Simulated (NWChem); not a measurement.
# C₂H₅FSi₂; SMILES C#C[SiH2][SiH2]F

```xyz
10

C     -1.1362    -2.7491    -0.2004
C     -0.2747    -1.9132     0.0006
Si     0.9832    -0.6102     0.2811
Si     0.1500     1.4656    -0.4346
F     -1.1023     1.8951     0.5182
H     -1.8951    -3.4917    -0.3746
H      2.2136    -0.9253    -0.5087
H      1.3386    -0.5569     1.7303
H      1.1996     2.5217    -0.3204
H     -0.3355     1.3959    -1.8434
```
Atoms are numbered in this order, from 1.

Program: NWChem. The geometry was optimised at PBE0/def2-SVP. Total energies of different functionals are on different scales.

```json
[
 {"level": "PBE/def2-TZVP", "energy (Ha)": "-757.6256", "highest occupied level (eV)": "-6.79", "orbital gap (eV)": "5.07", "dipole (D)": "1.17"},
 {"level": "B3LYP/def2-TZVP", "energy (Ha)": "-758.1808", "highest occupied level (eV)": "___", "orbital gap (eV)": "___", "dipole (D)": "1.28"},
 {"level": "LDA (Slater exchange, VWN5)/def2-TZVP", "energy (Ha)": "-754.4392", "highest occupied level (eV)": "-6.91", "orbital gap (eV)": "4.97", "dipole (D)": "1.24"},
 {"level": "CAM-B3LYP/def2-TZVP", "energy (Ha)": "-758.0762", "highest occupied level (eV)": "-9.23", "orbital gap (eV)": "9.48", "dipole (D)": "1.33"},
 {"level": "PBE0/def2-TZVP", "energy (Ha)": "-757.6888", "highest occupied level (eV)": "-7.94", "orbital gap (eV)": "7.10", "dipole (D)": "1.29"}
]
```

Q: What belongs in the gaps?

A: 
- B3LYP/def2-TZVP, highest occupied level (eV): -7.73
- B3LYP/def2-TZVP, orbital gap (eV): 6.72
